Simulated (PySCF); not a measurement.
Zn(Et)(SH), C2H6SZn, SMILES C[CH2][Zn][SH] (CAM-B3LYP/def2-SVP optimised geometry):

```
10

Zn     0.726    -0.407     0.000
C     -1.221    -0.400     0.001
C     -1.878     0.939     0.349
H     -1.556    -1.180     0.706
H     -1.556    -0.739    -0.994
H     -1.597     1.735    -0.358
H     -1.599     1.289     1.355
H     -2.979     0.870     0.329
S      2.912    -0.407     0.000
H      2.979    -1.735    -0.235
```

Calculation: CAM-B3LYP/def2-TZVP (PySCF).

Q: What are the frontier orbital energies and the dipole moment?

A: HOMO-2 -10.37 eV, HOMO-1 -8.71 eV, HOMO -8.39 eV, LUMO 0.35 eV, LUMO+1 0.53 eV; dipole moment 1.95 D.

On the same geometry PBE/def2-TZVP run with PySCF gives HOMO-2 -7.77 eV, HOMO-1 -6.33 eV, HOMO -5.88 eV, LUMO -1.18 eV, LUMO+1 -1.03 eV; dipole moment 1.92 D.

Meta-Löwdin charges at CAM-B3LYP/def2-TZVP: Zn1 1.06, C2 -0.65, C3 -0.32, H4 0.10, H5 0.10, H6 0.10, H7 0.10, H8 0.10, S9 -0.70, H10 0.09.
